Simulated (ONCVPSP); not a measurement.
**What one change does to a pseudopotential (Fe (Z = 26), ONCV)**

ONCVPSP 4.0.1 input, shortened (lines: element, Z, core and valence counts, functional; n l f; lmax; l rc ep ncon nbas qcut; lloc lpopt rc5 dvloc0; l nproj debl; icmod fcfact rcfact), PBE, scalar-relativistic:

```
  Fe 26.00    3    4        4      upf
    1    0    2.00
    2    0    2.00
    2    1    6.00
    3    0    2.00
    3    1    6.00
    3    2    6.00
    4    0    2.00
    2
    0    1.65    0.00    4    9    6.90
    1    1.00    0.00    3    7   16.60
    2    1.30    0.00    4    9   10.20
    4    4    0.90    4.00
    0    2    1.00
    1    2    2.20
    2    1    0.80
    0    0.00    0.00
```

In the p channel the program set the typed energies aside and used -2.207, 0.250 Ha.

All-electron outer shells of the reference configuration (PBE, scalar-relativistic, ld1.x):

```
shell  level (eV)  outermost node (bohr)  outermost maximum (bohr)
   2p     -698.45                      –                      0.18
   3s      -94.02                   0.33                      0.70
   3p      -60.04                   0.30                      0.72
   3d       -7.50                      –                      0.71
   4s       -5.29                   1.00                      2.41
```

Change: all radii scaled by about 1.07 (s 1.76, p 1.08, d 1.40 bohr); local potential polynomial inside 0.96 bohr (lpopt 4, dvloc0 4 Ha).

Cutoffs: the cutoffs (Ha) at which the residual kinetic energy of the hardest occupied pseudo-wave falls to 1 and 0.1 mHa per electron; they do not see the model core or the augmentation charge, which bear on the density cutoff. Errors are all-electron minus pseudo energies relative to the spin-unpolarised reference configuration.

Q: Predict the effect on cutoff, ghosts and configuration errors.

A: The potential gets neither clearly harder nor softer (74 Ha and 93 Ha → 71 Ha and 89 Ha); of the 4 tests that both files solve, the error grows in 3 and shrinks in 0 by more than 15 % and 0.3 meV (median size 7.7 → 8.8 meV); neither file shows a bound ghost. More of the atom is replaced by a form fitted at one configuration, so other configurations suffer.

| quantity | base | changed |
| --- | --- | --- |
| cutoff, loose | 74 Ha | 71 Ha |
| cutoff, tight | 93 Ha | 89 Ha |
| loose cutoff by channel | s 13 Ha, p 74 Ha, d 47 Ha | s 14 Ha, p 71 Ha, d 44 Ha |
| bound ghosts | none | none |
| GHOST(+) flags under 300 eV | none | none |
| error for 3s2 3p6 3d6 4s1, meV [ΔE 8.73 eV] | +0.1 | +0.2 |
| error for 3s2 3p6 3d6 4s0, meV [ΔE 24.93 eV] | +2.5 | +2.9 |
| error for 3s2 3p6 3d5 4s0, meV [ΔE 59.16 eV] | -13 | -15 |
| error for 3s2 3p5 3d6 4s2, meV [ΔE 67.68 eV] | -81 | -116 |
